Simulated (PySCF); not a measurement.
BClH3OSi, BH3NOSi, CH4AlBO (calculated)

Computed with PySCF 2.14.0. Calculation on a computer-drawn molecule: the log of a Hartree-Fock and frozen-core CCSD(T) single point meant for a local Hartree-Fock minimum, with one planted fault or none, to be diagnosed. Offsets are logged minus clean, where the clean run is the same molecule without the fault. The reference is restricted for singlets and unrestricted otherwise, and also for a bond in bohr or an excited solution. Adding or removing an electron swaps singlet and doublet. The excited solution moves the top pair (singlet) or top alpha electron (doublet) to the lowest empty orbital. Highest occupied and lowest empty are orbital energies over both spins, largest force is the largest gradient component, triples share is (T) over the correlation energy, the T1 limit is 0.02 restricted and 0.045 unrestricted, electrons count all cores, a negative frequency is imaginary (commonest isotopes), and the dipole is about the centre of nuclear charge.

Common to all runs: meant charge 0; meant basis cc-pV(D+d)Z; logged SCF converged yes; possible faults no fault, one electron removed, one electron added, multiplicity raised by two, geometry at a saddle point, SCF held on an excited solution, minimal basis STO-3G, one bond length entered in bohr, all coordinates scaled.

(1) BClH3OSi

Logged structure:
```xyz
7
BClH3OSi
O     -0.5889    -0.5938    -0.9631
B     -1.8408    -0.3645    -0.5404
Si    -2.3535     0.8732     0.9821
Cl    -3.1225    -1.2995    -1.3505
H      0.0762    -0.0815    -0.5273
H     -3.7087     1.4550     0.8987
H     -1.3416     1.9147     1.2908
```

- meant multiplicity: 2
- logged electrons: 47
- logged basis functions: 89
- logged spin squared: 3.7628
- logged highest occupied: -5.4518 eV
- logged lowest empty: -2.3161 eV
- logged largest force: 0.051883 hartree/bohr
- logged T1 diagnostic: 0.028022
- logged D1 diagnostic: 0.15879
- logged triples share: 0.028719
- logged CC converged: yes
- logged dipole magnitude: 3.7824 debye
- logged SCF stable within its kind: yes
- logged energy HF: -849.58192 hartree
- logged energy CCSD(T): -850.12058 hartree
- planted fault: multiplicity raised by two
- HF energy offset from clean run: 134.5 kcal/mol
- CCSD(T) energy offset from clean run: 139.1 kcal/mol

Drawn bonds:
| atom | other atom | order |
| --- | --- | --- |
| 1 | 2 | 1 |
| 2 | 3 | 1 |
| 2 | 4 | 1 |
| 1 | 5 | 1 |
| 3 | 6 | 1 |
| 3 | 7 | 1 |

(2) BH3NOSi

Logged structure:
```xyz
7
BH3NOSi
O     -2.2105    -0.3784    -3.7190
B     -1.2612    -0.0947    -2.8458
N     -0.3647     0.1845    -2.0194
Si     0.8136     0.7026    -0.9188
H     -2.3139    -1.2968    -3.9264
H      2.1767     0.3214    -1.3685
H      0.5773     0.1339     0.4326
```

- meant multiplicity: 2
- logged electrons: 37
- logged basis functions: 80
- logged spin squared: 1.0787
- logged highest occupied: -1.7444 eV
- logged lowest empty: -1.1192 eV
- logged largest force: 0.11983 hartree/bohr
- logged dipole magnitude: 3.7624 debye
- logged SCF stable within its kind: no
- logged energy HF: -444.50958 hartree
- planted fault: SCF held on an excited solution
- HF energy offset from clean run: 142.7 kcal/mol

Drawn bonds:
| atom | other atom | order |
| --- | --- | --- |
| 1 | 2 | 1 |
| 2 | 3 | 2 |
| 3 | 4 | 1 |
| 1 | 5 | 1 |
| 4 | 6 | 1 |
| 4 | 7 | 1 |

Notes: coupled-cluster numbers left out as unreliable.

(3) CH4AlBO

Logged structure:
```xyz
8
CH4AlBO
O     -1.7545    -3.0832     1.2948
B     -1.6427    -1.8187     0.9727
C     -1.4658    -0.4694     0.6815
Al     0.1060     0.3862     1.3309
H     -1.3727    -3.6994     0.6834
H     -2.2218     0.0719     0.1199
H      0.3814     1.9267     1.0899
H      1.1750    -0.4826     2.1223
```

- meant multiplicity: 1
- logged electrons: 35
- logged basis functions: 85
- logged spin squared: 0.7552
- logged highest occupied: -15.883 eV
- logged lowest empty: -6.3077 eV
- logged largest force: 0.11092 hartree/bohr
- logged T1 diagnostic: 0.015986
- logged D1 diagnostic: 0.050157
- logged triples share: 0.026325
- logged CC converged: yes
- logged dipole magnitude: 3.9475 debye
- logged SCF stable within its kind: yes
- logged energy HF: -381.40706 hartree
- logged energy CCSD(T): -381.87362 hartree
- planted fault: one electron removed
- HF energy offset from clean run: 171.1 kcal/mol
- CCSD(T) energy offset from clean run: 197.9 kcal/mol

Drawn bonds:
| atom | other atom | order |
| --- | --- | --- |
| 1 | 2 | 1 |
| 2 | 3 | 2 |
| 3 | 4 | 1 |
| 1 | 5 | 1 |
| 3 | 6 | 1 |
| 4 | 7 | 1 |
| 4 | 8 | 1 |
